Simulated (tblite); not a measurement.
Species: C8H12Si2.
SMILES with atom numbers: `[SiH3:1]/[CH:2]=[C:3](\[SiH3:4])[c:5]1[cH:6][cH:7][cH:8][cH:9][cH:10]1` (hydrogens: H11, H12, H13 on Si1; H14 on C2; H15, H16, H17 on Si4; H18 on C6; H19 on C7; H20 on C8; H21 on C9; H22 on C10)

Cartesian coordinates in Å at the GFN2-xTB level; atoms count from 1:
```xyz
22
C8H12Si2 angstrom
Si     3.4247    0.6661   -0.9892
C      1.5538    0.6497   -0.8066
C      0.8205   -0.1071    0.0132
Si     1.4751   -1.3884    1.2398
C     -0.6517    0.0309    0.0238
C     -1.2693    0.9243    0.8919
C     -2.6466    1.0489    0.9065
C     -3.4243    0.2810    0.0565
C     -2.8169   -0.6132   -0.8088
C     -1.4398   -0.7389   -0.8246
H      3.8862   -0.5641   -1.6401
H      3.7754    1.8142   -1.8307
H      4.0778    0.8047    0.3154
H      1.0140    1.3451   -1.4475
H      2.7909   -1.8700    0.8211
H      0.5199   -2.4997    1.2848
H      1.5564   -0.7686    2.5664
H     -0.6599    1.5259    1.5518
H     -3.1148    1.7488    1.5833
H     -4.4998    0.3796    0.0678
H     -3.4187   -1.2150   -1.4744
H     -0.9634   -1.4347   -1.5012
```

Computed with GFN2-xTB (tblite): harmonic, unscaled wavenumbers at the GFN2-xTB geometry, gas phase. The method is semi-empirical: single wavenumbers can be off by several per cent or more. Modes of hydrogen on silicon can be 10 to 20 % off. One conformer, not necessarily the lowest. The optimisation stopped once no atom felt more than 0.01 eV/Å.

Lowest wavenumbers of the output (negative numbers stand for imaginary wavenumbers):
```
mode    cm-1
  1     -38.7
  2     -21.5
  3      74.3
  4      83.1
  5      90.1
  6     147.8
  7     205.2
  8     237.3
```

Q: Is this structure a minimum?

A: Not by this Hessian. 2 modes are imaginary beyond 20i (39i and 22i cm⁻¹), so at this level the point lies at or near a saddle of order 2. The curvature is small, so loose convergence or finite differences may be the whole cause.

Q: Which atoms move in the imaginary modes?

A: 39i: Si4 (SiH3 silicon) 18 %, C10 (aromatic CH carbon) 14 %, C6 (aromatic CH carbon) 14 %, C7 (aromatic CH carbon) 13 %; 22i: H17 (Si–H hydrogen) 32 %, H16 (Si–H hydrogen) 24 %, H15 (Si–H hydrogen) 24 %. These are shares of the mass-weighted motion.

Q: What is the remedy?

A: Step along such a mode in both directions, optimise again with tighter thresholds and repeat the frequencies. The zero-point energy of this point (98.4 kcal/mol) counts the 58 real modes alone, and thermal corrections from it aren't those of a minimum.
